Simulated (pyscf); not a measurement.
## H₂N–SiH₂–OH, singlet

Gas-phase minimum from PySCF at ωB97X-D3(BJ)/def2-SVP, one conformer. 

```xyz
8

N      0.3450    -0.6238    -0.3955
Si     0.2088     0.1360     1.1439
O     -0.2709    -0.8430     2.4127
H     -0.4179    -0.6353    -1.0618
H      1.0368    -1.3370    -0.5964
H      1.5382     0.6283     1.5807
H     -0.7775     1.2389     0.9424
H     -1.1451    -1.2394     2.3425
```

Bonded distances (Å): N1–Si2 1.722, N1–H4 1.013, N1–H5 1.014, Si2–O3 1.673, Si2–H6 1.483, Si2–H7 1.493, O3–H8 0.962. Angles (°): Si2–N1–H4 122.2, Si2–N1–H5 122.8, H4–N1–H5 112.1, N1–Si2–O3 116.3, N1–Si2–H6 109.8, N1–Si2–H7 104.9, O3–Si2–H6 103.2, O3–Si2–H7 110.2, H6–Si2–H7 112.7, Si2–O3–H8 116.5.

Properties at ωB97X-D3(BJ)/def2-SVP:

```
Quantity                                                                                                                                                                                                             Value
---------------------------------------------------------------------------------------------------------------------  ---------------------------------------------------------------------------------------------------
Harmonic wavenumbers, unscaled                                                                                         140, 273, 306, 368, 549, 744, 822, 874, 902, 920, 950, 982, 1551, 2246, 2299, 3633, 3733, 3934 cm⁻¹
Zero-point energy                                                                                                                                                                                            36.1 kcal/mol
Rotational symmetry number                                                                                                                                                                                               1
Entropy of this conformer at 298 K and 1 atm, rigid rotor and harmonic oscillator, modes under 100 cm⁻¹ raised to 100                                                                                      294.2 J/(mol K)
Dipole moment                                                                                                                                                                                                       2.46 D
```

Single-point totals, which compare only within one level (frozen core for MP2 and CC):

```csv
level,total energy (hartree)
ωB97X-D3(BJ)/def2-TZVP,-422.67838
PBE/def2-TZVP,-422.31328
r²SCAN/def2-TZVP,-422.52270
B3LYP-D3(BJ)/def2-TZVP,-422.65422
PBE0-D3(BJ)/def2-TZVP,-422.35195
M06-2X/def2-TZVP,-422.54356
ωB97M-D3(BJ)/def2-TZVP,-422.69142
HF/def2-TZVPP,-421.30954
MP2/def2-TZVPP,-421.89679
CCSD/def2-TZVPP,-421.92235
CCSD(T)/def2-TZVPP,-421.94335
```

Soft torsions are taken as harmonic, which can shift the entropy by several J/(mol K). The CCSD(T) − MP2 part came from Ansatz, without density fitting, on the same reference.
